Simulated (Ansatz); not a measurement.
System: CdI2, charge 0, singlet. CdI2 (SMILES [I][Cd][I]).
B3LYP-D3(BJ)/def2-TZVP minimum from Ansatz (a program for electronic structure):
```
Cd
I 1 2.6122
I 1 2.6122 2 180.00
```
Charge 0, spin multiplicity 1.

Atomisation energy term by term, kcal/mol (programs: Ansatz). UHF or UKS for unpaired electrons; spin-orbit terms are left out. Correlated methods leave the cores frozen (noble-gas shells, and filled d and f shells in the p block). Past Kr the def2 sets carry scalar-relativistic core potentials. CBS(X,Y): correlation extrapolated as X^-3, Hartree-Fock from the larger set. A bracket is a step between two methods taken in the basis named. Spin-orbit terms, left out, reach several kcal/mol for Br and I, and more for heavier atoms.

| term | basis | kcal/mol |
|---|---|---|
| Hartree-Fock | def2-QZVPP | 76.81 |
| CCSD correlation | CBS(def2-TZVPP,def2-QZVPP) | 22.13 |
| (T) | CBS(def2-TZVPP,def2-QZVPP) | 3.38 |
| CCSDT(Q) - CCSD(T) | def2-SVP | 0.23 |
| sum: De |  | 102.6 |
